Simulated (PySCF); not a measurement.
Species: bromostannane, BrH3Sn.
Numbering: `[Br:1][SnH3:2]` (hydrogens: H3, H4, H5 on Sn2)

Method: PBE0-D3(BJ)/def2-SVP geometry optimisation, gas phase, def2 core potentials past Kr in PySCF 2.14.0; density fitting, grid level 1; the optimiser is geomeTRIC in internal coordinates, started from a GFN2-xTB structure.

Step 0: E = -75910.6084 eV
```
atom  x, y, z in Å  |  force x, y, z in eV/Å
Br1     2.2526   -0.0687    0.1068    0.624  -0.032   0.044
Sn2    -0.1988    0.0063   -0.0131   -0.205   0.011  -0.011
H3     -0.7731   -0.5762    1.4475   -0.167  -0.179   0.451
H4     -0.6219    1.6070   -0.2593   -0.121   0.504  -0.080
H5     -0.6503   -0.9655   -1.2990   -0.131  -0.304  -0.404
```

Q: Estimate the geometry and energy of step 1. (The exact step hangs on the optimiser's Hessian estimate; all steps are aligned on step 0, rigid shifts and turns removed.)

A: E = -75910.6239 eV, largest force 0.428 eV/Å
```
atom  x, y, z in Å  |  force x, y, z in eV/Å
Br1     2.3156   -0.0739    0.1133   -0.270  -0.004  -0.006
Sn2    -0.2025    0.0076   -0.0144   -0.131   0.008  -0.010
H3     -0.7914   -0.5991    1.5056    0.147   0.151  -0.370
H4     -0.6435    1.6715   -0.2704    0.127  -0.404   0.061
H5     -0.6696   -1.0032   -1.3513    0.127   0.249   0.324
```

The energy changes by -0.0155 eV. The first-order estimate −F·Δx gives -0.1450 eV and the mean of the old and new forces, exact on a quadratic surface, -0.0213 eV. The step makes an angle of 11° with the force vector and moves no atom by more than 0.069 Å.

The cost below is that of the whole optimisation. The run took 7.7 s on one thread, Arm Neoverse V2 (aarch64), shared host, and the process peaked at 0.32 GiB of memory.
